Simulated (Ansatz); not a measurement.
`Br[Si]Br` + H–F → `F[Si]Br` + HBr at 500 K and 1 bar (ligand exchange at the Si–Br bond).

Gas-phase electronic energies from Ansatz, PBE0-D4/def2-TZVP geometries. CCSD(T)/CBS is the MP2 limit (def2-TZVPP, def2-QZVPP) plus CCSD(T) − MP2 in def2-TZVPP, frozen cores. This one scheme is used for every species. For Br outer-core shells are correlated without core-valence functions, which leaves a few kJ/mol of doubt a bond. Scalar relativity is left out up to krypton.

| species | CCSD(T)/CBS energy (Eh) | H − E (kJ/mol) | S (J/(mol·K)) |
| --- | --- | --- | --- |
| `Br[Si]Br` | -5435.76988 | 30.1 | 333.9 |
| H–F | -100.39570 | 39.4 | 188.7 |
| `F[Si]Br` | -2962.26094 | 31.7 | 314.0 |
| HBr | -2573.91920 | 30.5 | 213.7 |

H − E and S are ideal-gas, rigid-rotor, harmonic terms from PBE0-D4/def2-TZVP. 1 Eh = 2625.50 kJ/mol, R = 8.31446 J/(mol·K).

Question: By hand: ΔE, ΔH, ΔS and ΔG.

Answer: ΔE = (-2962.26094) + (-2573.91920) − (-5435.76988) − (-100.39570) = -0.01456 Eh = -38.2 kJ/mol. Δ(H − E) = 31.7 + 30.5 − 30.1 − 39.4 = -7.3, so ΔH = -45.5 kJ/mol. ΔS = 314.0 + 213.7 − 333.9 − 188.7 = 5.1 J/(mol·K). ΔG = -45.5 − 500 × (5.1)/1000 = -48.0 kJ/mol.

Question: By hand: the equilibrium constant, and the temperature at which ΔG would vanish if ΔH and ΔS stayed fixed.

Answer: log₁₀ K = −ΔG/(RT ln 10) = 5.0. ΔH and −TΔS have one sign here, so there is no such temperature.

The number of gas molecules stays the same, so ΔS is small and ΔH decides. A doubt of 5 kJ/mol in ΔE shifts log₁₀ K by 0.5 here. These are equilibria of isolated gas molecules and say nothing of rates. Largest T1 diagnostic: 0.012 (customary marks: 0.02 for closed shells, 0.045 for open ones).

ΔS is within the doubt of such terms, so its sign, and with it that verdict, could turn.
